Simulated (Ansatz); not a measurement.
Reaction (atomization): `OCN1CO[SiH2]1` → 2 C• + 7 H• + N• + 2 O• + Si•

Computed with Ansatz on PBE0-D4/def2-TZVP structures; ΔE is electronic, products minus reactants. CCSD(T)/CBS is the MP2 limit (def2-TZVPP, def2-QZVPP) plus CCSD(T) − MP2 in def2-TZVPP, frozen cores. This one scheme is used for every species, atoms too. Functionals use def2-TZVPP. No spin–orbit coupling; open shells (•) take unrestricted orbitals. Spin–orbit coupling would lower the free atoms: a little for C, O, Si. Each species was taken in one conformer, which may not be the lowest.

What is ΔE at CCSD(T)/CBS? (Estimate.)

Computed: +51.22 eV.

What do these levels give: PBE-D4, ωB97M-V, MP2/def2-TZVPP, CCSD(T)/def2-TZVPP, HF/def2-QZVPP, SCS-MP2/def2-QZVPP? (Estimate.)

Computed: PBE-D4 52.39, ωB97M-V 51.40, MP2/def2-TZVPP 50.78, CCSD(T)/def2-TZVPP 49.68, HF/def2-QZVPP 35.50, SCS-MP2/def2-QZVPP 51.59 eV.

Largest T1 diagnostic among the species: 0.012.

From PBE to PBE0 (25 % exact exchange), in def2-TZVPP and without D4, ΔE moves by −1.15 eV: exact exchange takes away binding that semilocal exchange gives to molecules. The D4 term adds +0.46 eV with B3LYP and +0.24 eV with PBE0; it sums over pairs of atoms, weighted by their polarisabilities, and B3LYP, whose exchange is more repulsive, gets the larger term.

B3LYP here is the variant with VWN-RPA as its local correlation; programs differ in this.

For atomizations the MP2-based limit and the directly extrapolated one differ by several kJ/mol either way, and by 10 to 25 for some Ge, Se and Sn compounds, so smaller differences from it don't rank the levels.
